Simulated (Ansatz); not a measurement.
In2Se3⁻. Total charge -1; doublet. Geometry PBE-D4/def2-SVPD; atoms count from 1.

Cartesian coordinates in Å:
```
In -0.249 -1.705 -1.254
In -0.044 1.051 1.854
Se 1.048 -1.446 1.213
Se 0.804 1.098 -1.027
Se -1.560 1.002 -0.785
```

In the def2 sets In takes a core potential; there is no spin–orbit coupling. Another isomer (doublet) lies 0.41 eV lower at PBE0-D4/def2-TZVPD; other spin states weren't run for this one.

Estimate the Mulliken populations from the PBE0/def2-TZVPD orbitals of Ansatz.


```tsv
atom	charge (e)	spin (α − β)
In1	0.29	-0.04
In2	0.29	-0.04
Se3	-0.65	0.63
Se4	-0.42	0.37
Se5	-0.51	0.08
```
Mulliken values and Mayer orders depend strongly on the basis. With diffuse functions, as here, like atoms can get unlike values, and bond orders can come out too low or too high.

Where does the spin sit?

Summed by element: In -0.09, Se 1.09, of 1 unpaired in all. Largest on single atoms: Se3 0.63, Se4 0.37, Se5 0.08.

And the Mayer bond orders between bonded heavy atoms (over 0.3)?

In1–Se3 0.60 (2.80 Å); In2–Se3 0.60 (2.80 Å); Se4–Se5 0.97 (2.38 Å).
